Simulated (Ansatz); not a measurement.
H$_{2}$Si (SMILES [SiH2]), triplet, geometry from GFN2-xTB; CCSD/6-31G in Ansatz (a program for electronic structure).

Here is a job for Ansatz.
Ansatz 0.2 input:
```yaml
crystal:
  periodic: [false, false, false]
  atoms:
    - {symbol: Si, position_ang: [-0.00166170, 0.08538378, 0.00495698]}
    - {symbol: H, position_ang: [-1.25761844, -0.62511866, 0.01233517]}
    - {symbol: H, position_ang: [1.28088231, -0.57025423, -0.08173290]}
basis:
  gaussian:
    orbitals: 6-31G
magnetization: {spin_polarized: true, initial_magnetization: 2}
correlation: {method: ccsd}
scf: {lower_state_search: off}
```

**Question.** What does Ansatz print? Leave out banner, timings and long lists.

**Answer.** 
```
Functional definition: HF
these checks for a lower state are left out or cut short: stability, starts, cluster_reference, orbital_swaps, neighbouring_geometries, increment
204 factors; integrals over basis functions are off by at most 1.9e-4 eV
mean field evaluation 1: about -7889.8581 eV, gradient 5.4e0 eV
mean field evaluation 2: about -7889.8606 eV, gradient 5.4e0 eV
mean field evaluation 4: about -7890.3265 eV, gradient 7.5e-1 eV
mean field evaluation 8: about -7890.3448 eV, gradient 1.0e-2 eV
mean field -7890.34482418 eV, -289.9648240209 hartree, gradient 2.4e-6 eV, S^2 2.006812; 0 other end points of the search recorded, 0 dependent functions left out
5 core orbitals not correlated
reference -7890.34482418 eV, -289.9648240209 hartree; 4, 2 occupied and 8, 10 virtual orbitals, 204 factors
second order -0.92678659 eV of doubles, -0.00000000 eV of singles
cycle   1  -1.18856653 eV  change   -2.6e-1 eV  update   4.3e-2
cycle   2  -1.32405269 eV  change   -1.4e-1 eV  update   1.9e-2
cycle   3  -1.33039835 eV  change   -6.3e-3 eV  update   4.8e-3
cycle   4  -1.33206352 eV  change   -1.7e-3 eV  update   1.4e-3
cycle   5  -1.33167053 eV  change    3.9e-4 eV  update   3.4e-4
cycle   6  -1.33178569 eV  change   -1.2e-4 eV  update   1.3e-4
cycle   7  -1.33185509 eV  change   -6.9e-5 eV  update   5.5e-5
cycle   8  -1.33181323 eV  change    4.2e-5 eV  update   1.5e-5
cycle   9  -1.33182589 eV  change   -1.3e-5 eV  update   2.9e-6
cycle  10  -1.33182324 eV  change    2.7e-6 eV  update   6.5e-7
Total energy: -7891.67664742 eV, -290.0137676221 hartree
Checks for a lower state left out: stability, starts, cluster_reference, orbital_swaps, neighbouring_geometries, increment
```
